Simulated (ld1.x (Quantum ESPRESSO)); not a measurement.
Pseudopotential generation for boron: TM, PBE, non-relativistic.

boron (B), norm-conserving Troullier–Martins (Kleinman–Bylander form), made with ld1.x (Quantum ESPRESSO) 7.5 (PBE, non-relativistic). Core [He], reference 2s1 2p0 (charge +2). Waves: 2s (bound): rc 1.15 bohr; 2p (bound, empty): rc 1.90 bohr. Local part: the p channel. Core correction: Bessel-smoothed model core, default radius (core density twice the valence density).

* Cutoffs needed: 21 Ry and 50 Ry (the cutoffs (Ry, on a coarse ladder) from which the occupation-weighted sum of valence levels, in a spherical-Bessel basis at the reference potential, stays within 10 and 1 mRy of its value at 400 Ry)
* Ghost test: no extra level below or beside the all-electron valence levels (s, p, d, f tested) (spherical-Bessel basis up to 400 Ry, 20 bohr box)
* Largest excitation error: +95 meV (all-electron minus pseudo) for 2s0 2p3, out of 7 test configurations
